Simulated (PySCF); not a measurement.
PySCF input (CCSD(T)/cc-pVDZ):

```python
from pyscf import gto, scf, mp, cc as ccmod

mol = gto.M(
    atom='''
    Si   -0.35855426   -0.10157508   -0.14483880
    O    -0.54971084   -0.17916352    1.36867792
    O     1.04414905    0.31503848   -0.88421983
    H     1.06425394    0.33505143   -1.84792149
    ''',
    basis='cc-pvdz',
    charge=0,
    spin=1,
    verbose=4,
)

mf = scf.UHF(mol)
mf.conv_tol = 1e-10
mf.max_cycle = 100
mf.kernel()
mo, _, stable, _ = mf.stability(return_status=True)
if not stable:
    mf.kernel(mf.make_rdm1(mo, mf.mo_occ))
mp2 = mp.MP2(mf, frozen=7).run()
cc = ccmod.CCSD(mf, frozen=7)
cc.max_cycle = 100
cc.kernel()
et = cc.ccsd_t()
print(f'E(CCSD(T)) = {cc.e_tot + et:.9f}')
```

Output:

```
PySCF version 2.14.0

[INPUT] verbose = 4
[INPUT] num. atoms = 4
[INPUT] num. electrons = 31
[INPUT] charge = 0
[INPUT] spin (= nelec alpha-beta = 2S) = 1
[INPUT] symmetry False subgroup None
[INPUT] Mole.unit = angstrom
[INPUT] Symbol           X                Y                Z      unit          X                Y                Z       unit  Magmom
[INPUT]  1 Si    -0.358554260000  -0.101575080000  -0.144838800000 AA   -0.677569352196  -0.191949082281  -0.273705664211 Bohr   0.0
[INPUT]  2 O     -0.549710840000  -0.179163520000   1.368677920000 AA   -1.038802935305  -0.338569984313   2.586426421539 Bohr   0.0
[INPUT]  3 O      1.044149050000   0.315038480000  -0.884219830000 AA    1.973155737725   0.595336445899  -1.670933312609 Bohr   0.0
[INPUT]  4 H      1.064253940000   0.335051430000  -1.847921490000 AA    2.011148473589   0.633155440344  -3.492065515798 Bohr   0.0

nuclear repulsion = 95.8620689829567
number of shells = 18
number of NR pGTOs = 100
number of NR cGTOs = 51
basis = cc-pvdz
ecp = {}

******** <class 'pyscf.scf.uhf.UHF'> ********
method = UHF
initial guess = minao
damping factor = 0
level_shift factor = 0
DIIS = <class 'pyscf.scf.diis.CDIIS'>
diis_start_cycle = 1
diis_space = 8
diis_damp = 0
SCF conv_tol = 1e-10
SCF conv_tol_grad = None
SCF max_cycles = 100
direct_scf = True
direct_scf_tol = 1e-13
number electrons alpha = 16  beta = 15
Set gradient conv threshold to 1e-05
init E= -439.305039508418
  alpha nocc = 16  HOMO = -0.201042732064288  LUMO = 0.0180721368099603
  beta  nocc = 15  HOMO = -0.496097926417307  LUMO = -0.201042732064288

WARN: HOMO -0.201042732064288 >= LUMO -0.201042732064288

cycle= 1 E= -439.063990888336  delta_E= 0.241  |g|= 0.586  |ddm|= 1.41
  alpha nocc = 16  HOMO = -0.27773040312771  LUMO = 0.102438234500962
  beta  nocc = 15  HOMO = -0.292201759770762  LUMO = -0.0278401311372969
  HOMO = -0.277730403128  LUMO = -0.0278401311373  gap/eV = 6.79986
cycle= 2 E= -439.105721889575  delta_E= -0.0417  |g|= 0.553  |ddm|= 0.79
  alpha nocc = 16  HOMO = -0.389010941291241  LUMO = 0.103966822247753
  beta  nocc = 15  HOMO = -0.451991635035252  LUMO = -0.0202946395416688
  HOMO = -0.389010941291  LUMO = -0.0202946395417  gap/eV = 10.03328
cycle= 3 E= -439.231201116391  delta_E= -0.125  |g|= 0.062  |ddm|= 0.348
  alpha nocc = 16  HOMO = -0.392423520303296  LUMO = 0.112267060016332
  beta  nocc = 15  HOMO = -0.438979730200528  LUMO = -0.00154875926021614
  HOMO = -0.392423520303  LUMO = -0.00154875926022  gap/eV = 10.63624
cycle= 4 E= -439.234114181681  delta_E= -0.00291  |g|= 0.0313  |ddm|= 0.0795
  alpha nocc = 16  HOMO = -0.396907822928604  LUMO = 0.11460831640983
  beta  nocc = 15  HOMO = -0.441271369474151  LUMO = 0.00608534230094548
  HOMO = -0.396907822929  LUMO = 0.00608534230095  gap/eV = 10.96600
cycle= 5 E= -439.234979412772  delta_E= -0.000865  |g|= 0.00971  |ddm|= 0.0453
  alpha nocc = 16  HOMO = -0.399739194260289  LUMO = 0.113865674446064
  beta  nocc = 15  HOMO = -0.439236053024754  LUMO = 0.00704173840440125
  HOMO = -0.39973919426  LUMO = 0.0070417384044  gap/eV = 11.06907
cycle= 6 E= -439.235167592721  delta_E= -0.000188  |g|= 0.00442  |ddm|= 0.0235
  alpha nocc = 16  HOMO = -0.400277504111623  LUMO = 0.113819325204753
  beta  nocc = 15  HOMO = -0.437648067072203  LUMO = 0.00753116753365068
  HOMO = -0.400277504112  LUMO = 0.00753116753365  gap/eV = 11.09704
cycle= 7 E= -439.235220452259  delta_E= -5.29e-05  |g|= 0.0023  |ddm|= 0.0124
  alpha nocc = 16  HOMO = -0.40046594280236  LUMO = 0.113867158500249
  beta  nocc = 15  HOMO = -0.436645310682489  LUMO = 0.00762798392795183
  HOMO = -0.400465942802  LUMO = 0.00762798392795  gap/eV = 11.10480
cycle= 8 E= -439.235241649594  delta_E= -2.12e-05  |g|= 0.00139  |ddm|= 0.00794
  alpha nocc = 16  HOMO = -0.400300181308524  LUMO = 0.113865622888873
  beta  nocc = 15  HOMO = -0.435673145159317  LUMO = 0.0076638071701165
  HOMO = -0.400300181309  LUMO = 0.00766380717012  gap/eV = 11.10127
cycle= 9 E= -439.235251882506  delta_E= -1.02e-05  |g|= 0.00104  |ddm|= 0.00532
  alpha nocc = 16  HOMO = -0.400277824568388  LUMO = 0.113737954499317
  beta  nocc = 15  HOMO = -0.434554011525225  LUMO = 0.00771416265485092
  HOMO = -0.400277824568  LUMO = 0.00771416265485  gap/eV = 11.10203
cycle= 10 E= -439.23526139464  delta_E= -9.51e-06  |g|= 0.000662  |ddm|= 0.00725
  alpha nocc = 16  HOMO = -0.400167510965149  LUMO = 0.113682104393355
  beta  nocc = 15  HOMO = -0.43369719198463  LUMO = 0.0078898093841322
  HOMO = -0.400167510965  LUMO = 0.00788980938413  gap/eV = 11.10381
cycle= 11 E= -439.235265473834  delta_E= -4.08e-06  |g|= 0.000331  |ddm|= 0.00621
  alpha nocc = 16  HOMO = -0.400168455325035  LUMO = 0.113648907852443
  beta  nocc = 15  HOMO = -0.433487887892046  LUMO = 0.00793764622900328
  HOMO = -0.400168455325  LUMO = 0.007937646229  gap/eV = 11.10513
cycle= 12 E= -439.23526605849  delta_E= -5.85e-07  |g|= 0.000218  |ddm|= 0.00181
  alpha nocc = 16  HOMO = -0.400165921052027  LUMO = 0.113627380570766
  beta  nocc = 15  HOMO = -0.433428597637768  LUMO = 0.00795288205118982
  HOMO = -0.400165921052  LUMO = 0.00795288205119  gap/eV = 11.10548
cycle= 13 E= -439.235266295831  delta_E= -2.37e-07  |g|= 0.000121  |ddm|= 0.00139
  alpha nocc = 16  HOMO = -0.400160459895807  LUMO = 0.113634790324695
  beta  nocc = 15  HOMO = -0.433424454905019  LUMO = 0.00796346051568797
  HOMO = -0.400160459896  LUMO = 0.00796346051569  gap/eV = 11.10562
cycle= 14 E= -439.235266343991  delta_E= -4.82e-08  |g|= 7.21e-05  |ddm|= 0.00038
  alpha nocc = 16  HOMO = -0.400159465845852  LUMO = 0.11363462648434
  beta  nocc = 15  HOMO = -0.433428627946375  LUMO = 0.00796320596849576
  HOMO = -0.400159465846  LUMO = 0.0079632059685  gap/eV = 11.10558
cycle= 15 E= -439.235266362121  delta_E= -1.81e-08  |g|= 4.19e-05  |ddm|= 0.000298
  alpha nocc = 16  HOMO = -0.400159206170181  LUMO = 0.113636194178198
  beta  nocc = 15  HOMO = -0.433431214163855  LUMO = 0.00796065308993033
  HOMO = -0.40015920617  LUMO = 0.00796065308993  gap/eV = 11.10551
cycle= 16 E= -439.235266367846  delta_E= -5.73e-09  |g|= 2.14e-05  |ddm|= 0.000138
  alpha nocc = 16  HOMO = -0.400159089277591  LUMO = 0.113638527095481
  beta  nocc = 15  HOMO = -0.43343378316021  LUMO = 0.00795985400091581
  HOMO = -0.400159089278  LUMO = 0.00795985400092  gap/eV = 11.10548
cycle= 17 E= -439.235266369621  delta_E= -1.77e-09  |g|= 9.68e-06  |ddm|= 8.74e-05
  alpha nocc = 16  HOMO = -0.400160798722521  LUMO = 0.113638770156231
  beta  nocc = 15  HOMO = -0.433437046541416  LUMO = 0.00795849162070672
  HOMO = -0.400160798723  LUMO = 0.00795849162071  gap/eV = 11.10549
cycle= 18 E= -439.235266369921  delta_E= -3e-10  |g|= 4.42e-06  |ddm|= 4.32e-05
  alpha nocc = 16  HOMO = -0.400160843140933  LUMO = 0.113639417818554
  beta  nocc = 15  HOMO = -0.433437067456796  LUMO = 0.00795850295201284
  HOMO = -0.400160843141  LUMO = 0.00795850295201  gap/eV = 11.10549
cycle= 19 E= -439.23526636996  delta_E= -3.91e-11  |g|= 2.49e-06  |ddm|= 1.27e-05
  alpha nocc = 16  HOMO = -0.400160949493725  LUMO = 0.113639335334744
  beta  nocc = 15  HOMO = -0.43343665327727  LUMO = 0.0079583871634572
  HOMO = -0.400160949494  LUMO = 0.00795838716346  gap/eV = 11.10549
Extra cycle  E= -439.235266369974  delta_E= -1.39e-11  |g|= 1.97e-06  |ddm|= 3.75e-06
converged SCF energy = -439.235266369974  <S^2> = 0.76817964  2S+1 = 2.0180978
uhf_internal: lowest eigs of H = [0.10962751 0.16579027 0.23169219]
<class 'pyscf.scf.uhf.UHF'> wavefunction is stable in the internal stability analysis

******** <class 'pyscf.mp.ump2.UMP2'> ********
nocc = (np.int64(9), np.int64(8)), nmo = (44, 44)
frozen orbitals 7
E(UMP2) = -439.690312946554  E_corr = -0.45504657658064
E(SCS-UMP2) = -439.673279425854  E_corr = -0.438013055879977
E_corr(same-spin) = -0.124664810788605
E_corr(oppo-spin) = -0.330381765792035

******** <class 'pyscf.cc.uccsd.UCCSD'> ********
CC2 = 0
CCSD nocc = (np.int64(9), np.int64(8)), nmo = (44, 44)
frozen orbitals 7
max_cycle = 100
direct = 0
conv_tol = 1e-07
conv_tol_normt = 1e-06
diis_space = 6
diis_start_cycle = 0
diis_start_energy_diff = 1e+09
Init t2, MP2 energy = -0.455046573176362
Init E_corr(UCCSD) = -0.455046573181469
cycle = 1  E_corr(UCCSD) = -0.441717857566001  dE = 0.0133287156  norm(t1,t2) = 0.129672
cycle = 2  E_corr(UCCSD) = -0.459866231834523  dE = -0.0181483743  norm(t1,t2) = 0.0472603
cycle = 3  E_corr(UCCSD) = -0.458775055542393  dE = 0.00109117629  norm(t1,t2) = 0.036392
cycle = 4  E_corr(UCCSD) = -0.461830727489734  dE = -0.00305567195  norm(t1,t2) = 0.0147475
cycle = 5  E_corr(UCCSD) = -0.462105088490124  dE = -0.000274361  norm(t1,t2) = 0.00401891
cycle = 6  E_corr(UCCSD) = -0.461907559090843  dE = 0.000197529399  norm(t1,t2) = 0.00235168
cycle = 7  E_corr(UCCSD) = -0.461851948167392  dE = 5.56109235e-05  norm(t1,t2) = 0.00121755
cycle = 8  E_corr(UCCSD) = -0.461913539515384  dE = -6.1591348e-05  norm(t1,t2) = 0.000776228
cycle = 9  E_corr(UCCSD) = -0.461924688440952  dE = -1.11489256e-05  norm(t1,t2) = 0.000440293
cycle = 10  E_corr(UCCSD) = -0.461917276291173  dE = 7.41214978e-06  norm(t1,t2) = 0.000207201
cycle = 11  E_corr(UCCSD) = -0.461917611176332  dE = -3.34885159e-07  norm(t1,t2) = 9.18856e-05
cycle = 12  E_corr(UCCSD) = -0.461911898492205  dE = 5.71268413e-06  norm(t1,t2) = 3.9379e-05
cycle = 13  E_corr(UCCSD) = -0.461911728554363  dE = 1.69937842e-07  norm(t1,t2) = 1.61403e-05
cycle = 14  E_corr(UCCSD) = -0.461911125813208  dE = 6.02741155e-07  norm(t1,t2) = 7.15489e-06
cycle = 15  E_corr(UCCSD) = -0.461911008454534  dE = 1.17358674e-07  norm(t1,t2) = 3.56e-06
cycle = 16  E_corr(UCCSD) = -0.461911028999712  dE = -2.05451781e-08  norm(t1,t2) = 1.77973e-06
cycle = 17  E_corr(UCCSD) = -0.461911005226705  dE = 2.37730067e-08  norm(t1,t2) = 1.04169e-06
cycle = 18  E_corr(UCCSD) = -0.461911006501021  dE = -1.2743161e-09  norm(t1,t2) = 5.35289e-07
UCCSD converged
E(UCCSD) = -439.6971773764748  E_corr = -0.461911006501021
UCCSD(T) correction = -0.014882330233574
E(CCSD(T)) = -439.712059707
```

It need not be the lowest isomer of its formula.
